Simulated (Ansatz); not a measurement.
Molecule: C₃H₉Ge, net charge -1, singlet state. It need not be the lowest isomer of its formula. Whether it binds its extra electron was not tested at this geometry. SMILES: [GeH]([CH2-])([CH3])[CH3]
Coordinates optimised at B3LYP-D3(BJ)/def2-TZVP (Ansatz, an electronic-structure program):
```xyz
13

C      1.8303    -0.3858    -0.5510
Ge     0.1637     0.0496     0.2142
C     -1.0486     1.5578    -0.4512
C     -1.1146    -1.4966     0.1399
H      2.5824     0.3932    -0.3822
H      1.7467    -0.5937    -1.6250
H      0.2811     0.4143     1.7448
H     -1.3100     1.3808    -1.4990
H     -1.9741     1.6387     0.1310
H     -0.5151     2.5104    -0.3940
H     -0.6793    -2.3627     0.6411
H     -2.0741    -1.2558     0.6059
H     -1.2971    -1.7662    -0.9043
```
Charge -1, spin multiplicity 1.

Parts of the frozen-core correlation energy in aug-cc-pVTZ (Ansatz, hartree). Frozen orbitals: 17; correlated occupied orbitals by spin: 13 and 13; virtual: 374 and 374. No spin-orbit coupling. Non-relativistic.

| term | value |
|---|---|
| reference (HF) | -2194.23219 |
| MP2 opposite-spin | (withheld) |
| MP2 same-spin | -0.14821 |
| CCSD correlation | (withheld) |
| (T) | (withheld) |
| T1 diagnostic | 0.012 |
| largest doubles amplitude | 0.013 |

Problem. What belongs in the gaps?

Solution. 
- MP2 opposite-spin, value: -0.54983
- CCSD correlation, value: -0.74502
- (T), value: -0.03238
